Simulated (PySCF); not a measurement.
Computed IR spectrum (relative IR intensity) of a molecule C2H5ClSi. Geometry optimised at ωB97X-D3(BJ)/def2-SVP. Other conformers were not sampled. Level of theory: PySCF with ωB97X-D3(BJ)/def2-SVP. Frequencies are harmonic and unscaled.

```json
[
 {"ν (cm⁻¹)": "478", "relative intensity": "2.4"},
 {"ν (cm⁻¹)": "640", "relative intensity": "18"},
 {"ν (cm⁻¹)": "655", "relative intensity": "2.2"},
 {"ν (cm⁻¹)": "745", "relative intensity": "39"},
 {"ν (cm⁻¹)": "840", "relative intensity": "33"},
 {"ν (cm⁻¹)": "946", "relative intensity": "100"},
 {"ν (cm⁻¹)": "962", "relative intensity": "21"},
 {"ν (cm⁻¹)": "966", "relative intensity": "23"},
 {"ν (cm⁻¹)": "1328", "relative intensity": "4.8"},
 {"ν (cm⁻¹)": "1695", "relative intensity": "40"},
 {"ν (cm⁻¹)": "2261", "relative intensity": "53"},
 {"ν (cm⁻¹)": "2265", "relative intensity": "69"}
]
```

Q: Pick the molecule that these values belong to.
(A) C=C[SiH2]Cl
(B) [SiH3]/C=C\Cl
(C) C=C([SiH3])Cl

A: B, [SiH3]/C=C\Cl
